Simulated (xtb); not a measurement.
FIn, charge +1, doublet, at a GFN2-xTB geometry (such geometries of metal compounds can be far from the true shape) (a state made from the parent by changing its charge; the spin is typed, not shown lowest); GFN1-xTB run with xtb.

xtb was given this input:
```
$ xtb mol.xyz --gfn 1 --chrg 1 --uhf 1 --etemp 10000 --json

# file mol.xyz
2

In    -0.00000000    -0.00000000    -0.35495561
F      0.00000000     0.00000000     1.93253608
```

### Question
Predict the main parts of the log of this xtb run.

### Answer

```
   ID    Z sym.   atoms
    1   49 In     1
    2    9 F      2

           -------------------------------------------------
          |                Calculation Setup                |
           -------------------------------------------------

           -------------------------------------------------
          |                 G F N 1 - x T B                 |
           -------------------------------------------------

          ...................................................
          :                      SETUP                      :
          :.................................................:
          :  # basis functions                  14          :
          :  # atomic orbitals                  13          :
          :  # shells                            5          :
          :  # electrons                         9          :
          :  # halogen bonds                     0          :
          :  max. iterations                   250          :
          :  Hamiltonian                  GFN1-xTB          :
          :  restarted?                      false          :
          :  GBSA solvation                  false          :
          :  PC potential                    false          :
          :  electronic temp.        10000.0000000     K    :
          :  accuracy                    1.0000000          :
          :  -> integral cutoff          0.2500000E+02      :
          :  -> integral neglect         0.1000000E-07      :
          :  -> SCF convergence          0.1000000E-05 Eh   :
          :  -> wf. convergence          0.2000000E-04 e    :
          :  Broyden damping             0.4000000          :
          :  net charge                          1          :
          :  unpaired electrons                  1          :
          ...................................................

 iter      E             dE          RMSdq      gap      omega  full diag
   1     -6.2008354 -0.620084E+01  0.570E+00   10.21       0.0  T
   2     -6.2076647 -0.682924E-02  0.312E+00   11.31       1.0  T
   3     -6.2074282  0.236432E-03  0.100E+00   10.97       1.0  T
   4     -6.2079112 -0.482981E-03  0.469E-02   11.20       1.5  T
   5     -6.2079172 -0.597510E-05  0.606E-03   11.17      11.7  T
   6     -6.2079172 -0.418663E-07  0.407E-03   11.18      17.4  T
   7     -6.2079173 -0.319733E-07  0.988E-06   11.18    7154.8  T
   8     -6.2079173 -0.218492E-12  0.607E-08   11.18  100000.0  T

   *** convergence criteria satisfied after 8 iterations ***

         :::::::::::::::::::::::::::::::::::::::::::::::::::::
         ::                     SUMMARY                     ::
         :::::::::::::::::::::::::::::::::::::::::::::::::::::
         :: total energy              -6.207978921098 Eh    ::
         :: gradient norm              0.005201022327 Eh/a0 ::
         :: HOMO-LUMO gap             11.177228893834 eV    ::
         ::.................................................::
         :: SCC energy                -6.207917260396 Eh    ::
         :: -> electrostatic           0.105103788906 Eh    ::
         :: repulsion energy           0.000115257122 Eh    ::
         :: dispersion energy         -0.000176917824 Eh    ::
         :: halogen bond corr.         0.000000000000 Eh    ::
         :: add. restraining           0.000000000000 Eh    ::
         :: total charge               1.000000000000 e     ::
         :::::::::::::::::::::::::::::::::::::::::::::::::::::

           -------------------------------------------------
          |                Property Printout                |
           -------------------------------------------------

    * Orbital Energies and Occupations

         #    Occupation            Energy/Eh            Energy/eV
      -------------------------------------------------------------
         1        2.0000           -1.1002038             -29.9381
         2        1.9567           -0.8742403             -23.7893
         3        1.7333           -0.8083091             -21.9952
         4        1.7333           -0.8083091             -21.9952
         5        1.5714           -0.7855171             -21.3750 (HOMO)
         6        0.0009           -0.3747615             -10.1978 (LUMO)
         7        0.0009           -0.3747615             -10.1978
         8        0.0009           -0.3746674             -10.1952
         9        0.0009           -0.3746674             -10.1952
        10        0.0006           -0.3638076              -9.8997
        11        0.0006           -0.3632560              -9.8847
        12        0.0006           -0.3632560              -9.8847
        13        0.0000           -0.2382296              -6.4826
      -------------------------------------------------------------
                  HL-Gap            0.4107556 Eh           11.1772 eV
             Fermi-level           -0.6868161 Eh          -18.6892 eV

  Mulliken/CM5 charges         n(s)   n(p)   n(d)
     1In    0.98831  1.00214   1.858  0.134  0.020
     2F     0.01169 -0.00214   1.930  5.058  0.000

Wiberg/Mayer (AO) data.
largest (>0.10) Wiberg bond orders for each atom

 ---------------------------------------------------------------------------
     #   Z sym  total        # sym  WBO       # sym  WBO       # sym  WBO
 ---------------------------------------------------------------------------
     1  49 In   0.311 --     2 F    0.311
     2   9 F    0.311 --     1 In   0.311
 ---------------------------------------------------------------------------

Topologies differ in total number of bonds
Writing topology from bond orders to xtbtopo.mol

 dipole moment from electron density (au)
     X       Y       Z
   0.0000  -0.0000  -0.7090  total (Debye):    1.802

           -------------------------------------------------
          | TOTAL ENERGY               -6.207978921098 Eh   |
          | GRADIENT NORM               0.005201022327 Eh/α |
          | HOMO-LUMO GAP              11.177228893834 eV   |
           -------------------------------------------------

normal termination of xtb
```
